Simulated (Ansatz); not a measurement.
`F[BH][GeH2][SH]` → `[GeH2]` + `FBS` at 700 K and 1 bar (germylene formation by 1,1-elimination).

Isolated molecules relaxed with PBE0-D4/def2-TZVP in Ansatz; ΔE leaves out vibrations. CBS: MP2 limit from def2 TZ/QZ plus the TZ coupled-cluster correction, frozen cores. This one scheme is used for every species. For Ge outer-core shells are correlated without core-valence functions, which leaves a few kJ/mol of doubt a bond. Scalar relativity is left out up to krypton. One conformer a species, not always the lowest.

| species | CCSD(T)/CBS energy (Eh) | H − E (kJ/mol) | S (J/(mol·K)) |
| --- | --- | --- | --- |
| `F[BH][GeH2][SH]` | -2600.93372 | 175.7 | 457.9 |
| `[GeH2]` | -2077.24753 | 54.8 | 253.9 |
| `FBS` | -523.64132 | 106.5 | 326.5 |

H − E and S are ideal-gas, rigid-rotor, harmonic terms from PBE0-D4/def2-TZVP, for one conformer and one mirror image of each species. 1 Eh = 2625.50 kJ/mol, R = 8.31446 J/(mol·K).

By hand: ΔE, ΔH, ΔS and ΔG.

ΔE = (-2077.24753) + (-523.64132) − (-2600.93372) = 0.04487 Eh = 117.8 kJ/mol. Δ(H − E) = 54.8 + 106.5 − 175.7 = -14.4, so ΔH = 103.4 kJ/mol. ΔS = 253.9 + 326.5 − 457.9 = 122.5 J/(mol·K). ΔG = 103.4 − 700 × (122.5)/1000 = 17.7 kJ/mol.

By hand: the equilibrium constant, and the temperature at which ΔG would vanish if ΔH and ΔS stayed fixed.

log₁₀ K = −ΔG/(RT ln 10) = -1.3. ΔG = 0 at ΔH/ΔS = 844 K.

The number of gas molecules changes by +1, which sets the sign of ΔS. A doubt of 5 kJ/mol in ΔE shifts log₁₀ K by 0.4 here. Other conformers and mirror images would add mixing entropy, several J/(mol·K) or more a flexible species. Modes under 60 cm⁻¹, often nearly free rotors, make the harmonic entropy too high. These are equilibria of isolated gas molecules and say nothing of rates. Largest T1 diagnostic: 0.014 (customary marks: 0.02 for closed shells, 0.045 for open ones).
